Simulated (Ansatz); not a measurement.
A calculation with Ansatz (development build ahead of 0.2.0).

```yaml
crystal:
  periodic: [false, false, false]
  atoms:
    - { symbol: H, position_ang: [1.90022, 0.00033, 0.36987] }
    - { symbol: H, position_ang: [0.951, 1.64551, 0.37019] }
    - { symbol: H, position_ang: [-0.94944, 1.64577, 0.3704] }
    - { symbol: H, position_ang: [-1.89904, -0.00063, 0.36979] }
    - { symbol: H, position_ang: [-0.95056, -1.64597, 0.37008] }
    - { symbol: H, position_ang: [0.94959, -1.64585, 0.36941] }
    - { symbol: H, position_ang: [1.90058, -0.00081, -0.36936] }
    - { symbol: H, position_ang: [0.95024, 1.64644, -0.37097] }
    - { symbol: H, position_ang: [-0.95017, 1.6453, -0.37054] }
    - { symbol: H, position_ang: [-1.90015, -0.00016, -0.36929] }
    - { symbol: H, position_ang: [-0.94928, -1.64471, -0.36944] }
    - { symbol: H, position_ang: [0.9501, -1.64557, -0.37025] }
basis:
  gaussian: { orbitals: def2-SVP }
hamiltonian:
  xc: hf
```

The input is written out in the form of the current development build from the run's settings.

Output:

```yaml
Converged: yes
Total_energy: -6.66518 hartree
Spin_squared_of_the_determinant: 0.000
```

Caution: no unrestricted run beside it, a lower state can exist.
